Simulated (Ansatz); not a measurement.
Program: Ansatz. Geometries: PBE0-D4/def2-TZVP. ΔE: electronic, gas phase. CCSD(T)/CBS is the MP2 limit (def2-TZVPP, def2-QZVPP) plus CCSD(T) − MP2 in def2-TZVPP, frozen cores. This one scheme is used for every species. DFT in def2-TZVPP. Elements past krypton have def2 core potentials. For W outer-core shells are correlated without core-valence functions, which leaves a few kJ/mol of doubt a bond. Each species was taken in one conformer, which may not be the lowest.

`[OH][W]([OH])([OH])([Cl])([Cl])[Cl]` + H–F → `[OH][W]([OH])([OH])([F])([Cl])[Cl]` + HCl  (ligand exchange at a W–Cl bond)

`[OH][W]([OH])([OH])([Cl])([Cl])[Cl]`:

```xyz
10

O    -0.552    1.436   -1.159
W     0.085    0.129    0.001
O     1.225   -0.755   -1.166
O    -0.877    0.603    1.515
Cl    0.633   -1.742    1.379
Cl   -1.753   -1.105   -0.815
Cl    1.793    1.528    0.632
H    -1.324    1.365   -1.729
H     1.697   -1.576   -1.003
H    -0.927    0.118    2.344
```

H–F:

Cartesian coordinates in Å:
```
F 0.434 0.090 0.121
H -0.434 -0.090 -0.121
```

`[OH][W]([OH])([OH])([F])([Cl])[Cl]`:

Cartesian coordinates in Å:
```
O 1.593 -0.948 0.100
W 0.043 0.030 -0.119
O -1.013 -1.337 -0.819
O 0.680 1.649 0.548
F -1.613 0.954 -0.087
Cl 0.649 0.662 -2.252
Cl -0.484 -0.673 2.071
H 1.954 -1.480 0.812
H -1.959 -1.289 -0.978
H 0.150 2.431 0.724
```

HCl:

Z-matrix (Å, degrees):
```
Cl
H 1 1.279
```

```
             level  ΔE (kJ/mol)  difference from CCSD(T)/CBS
         revPBE-D4        -16.6                         -4.2
           BLYP-D4        -26.2                        -13.8
         r2SCAN-D4        -29.3                        -16.9
           PBE0-D4        -18.4                         -6.0
           ωB97X-V        -34.7                        -22.3
          PBE-QIDH        -14.4                         -2.0
              PBE0        -23.8                        -11.4
RPA@PBE/def2-TZVPP        -24.7                        -12.3
     HF/def2-TZVPP        -45.6                        -33.2
    MP2/def2-QZVPP          2.2                         14.6
       CCSD(T)/CBS        -12.4                            0
```

Largest T1 diagnostic among the species: 0.022, so the coupled-cluster value is less sure than usual.

From r2SCAN to r2SCAN0 (25 % exact exchange), in def2-TZVPP and without D4, ΔE moves by +3.7 kJ/mol. In def2-TZVPP, CCSD(T) changes the Hartree–Fock value by +25.1 kJ/mol (the triples alone add +6.5 kJ/mol) and MP2 by +43.2 kJ/mol.
